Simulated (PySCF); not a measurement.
This script is equivalent to a calculation on I⁻ (iodine, charge -1).

```python
from pyscf import gto, scf, dft, mp, cc
import basis_set_exchange as bse
txt = bse.get_basis("aug-cc-pVQZ-PP", elements=["I"], fmt="nwchem", header=False, augment_diffuse=1)
cut = txt.index("\nECP")
mol = gto.M(atom="I 0 0 0", charge=-1, spin=0, symmetry="D2h",
            basis=gto.basis.parse(txt[:cut]),
            ecp={"I": gto.basis.parse_ecp(txt[cut:])})
mf = scf.UHF(mol)
mf.irrep_nelec = {'Ag': (4, 4), 'B1g': (1, 1), 'B2g': (1, 1), 'B3g': (1, 1), 'B1u': (2, 2), 'B2u': (2, 2), 'B3u': (2, 2)}
mf.kernel()
```

(1) What total energy does it give?

(2) Which occupied shell lies highest, and where?

Energies and moments cover only the electrons outside the core potential.

## Answers

(1) -294.74685 hartree (calculated).

(2) 5p, at -3.428 eV.
